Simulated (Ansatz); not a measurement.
# Molecular dynamics, step by step

H$_{3}$Br, singlet, PBE0-D4/def2-SVP (Ansatz 0.2.0). Settings (timestep in fs, temperature in K, friction in 1/fs; T counts 12 degrees of freedom, while the starting velocities carry no drift of the centre of mass, so T starts below the set value):

```yaml
hamiltonian: {xc: pbe0, dispersion: d4}
md: {n_steps: 30, timestep: 1.0, temperature: 300, ensemble: nvt_langevin, seed: 504, friction: 0.01, initial_velocities: maxwell_boltzmann}
```

Start:

```csv
atom,x (Å),y (Å),z (Å)
Br1,-0.2638,-0.7185,-1.7660
H2,0.2406,0.6070,-1.8508
H3,-0.0419,-0.0886,1.4682
H4,0.0650,0.2002,2.1485
```

| step | time (fs) | potential energy less the start (meV) | kinetic energy (meV) | T (K) |
| --- | --- | --- | --- | --- |
| 0 | 0.00 | 0.0 | 116.3 | 225 |
| 2 | 2.00 | -2.5 | 100.6 | 195 |
| 4 | 4.00 | 7.8 | 88.3 | 171 |
| 6 | 6.00 | -0.2 | 92.0 | 178 |
| 8 | 8.00 | 11.2 | 88.3 | 171 |
| 10 | 10.00 | 7.4 | 107.5 | 208 |
| 12 | 12.00 | 17.6 | 113.1 | 219 |
| 14 | 14.00 | 8.7 | 124.6 | 241 |
| 16 | 16.00 | 32.5 | 113.3 | 219 |
| 18 | 18.00 | 18.8 | 137.4 | 266 |
| 20 | 20.00 | 36.8 | 121.9 | 236 |
| 22 | 22.00 | 20.2 | 140.6 | 272 |
| 24 | 24.00 | 23.3 | 140.4 | 272 |
| 26 | 26.00 | 36.6 | 130.1 | 252 |
| 28 | 28.00 | 21.8 | 139.4 | 270 |
| 30 | 30.00 | 53.9 | 122.6 | 237 |

Step 8, positions (Å) and forces (eV/Å):

```json
{"atom": "Br1", "x": "-0.263", "y": "-0.716", "z": "-1.766", "Fx": "0.076", "Fy": "0.172", "Fz": "-0.046"}
{"atom": "H2", "x": "0.287", "y": "0.560", "z": "-2.100", "Fx": "-0.077", "Fy": "-0.177", "Fz": "0.056"}
{"atom": "H3", "x": "-0.051", "y": "-0.131", "z": "1.602", "Fx": "-0.059", "Fy": "-0.501", "Fz": "-0.684"}
{"atom": "H4", "x": "0.001", "y": "0.323", "z": "2.183", "Fx": "0.060", "Fy": "0.506", "Fz": "0.674"}
```

Step 20, positions (Å) and forces (eV/Å):

| atom | x | y | z | Fx | Fy | Fz |
| --- | --- | --- | --- | --- | --- | --- |
| Br1 | -0.251 | -0.706 | -1.760 | 0.055 | 0.106 | -0.081 |
| H2 | 0.311 | 0.385 | -2.490 | -0.057 | -0.113 | 0.086 |
| H3 | -0.069 | -0.250 | 1.810 | -0.010 | 1.027 | 0.563 |
| H4 | -0.078 | 0.441 | 2.209 | 0.011 | -1.020 | -0.568 |

Step 28, positions (Å) and forces (eV/Å):

```tsv
atom	x	y	z	Fx	Fy	Fz
Br1	-0.236	-0.700	-1.754	-0.013	-0.018	0.017
H2	0.277	0.185	-2.741	0.012	0.016	-0.015
H3	-0.055	-0.267	1.938	-0.034	0.425	0.108
H4	-0.122	0.475	2.147	0.035	-0.422	-0.110
```

Last step (30):

```
4
angstrom
Br -0.2315 -0.6985 -1.7532
H 0.2726 0.1455 -2.7989
H -0.0410 -0.2415 1.9775
H -0.1303 0.4584 2.1205
```

Hardware: 2 CPU threads of an Arm Neoverse V1, shared host. Wall time about 13 s.
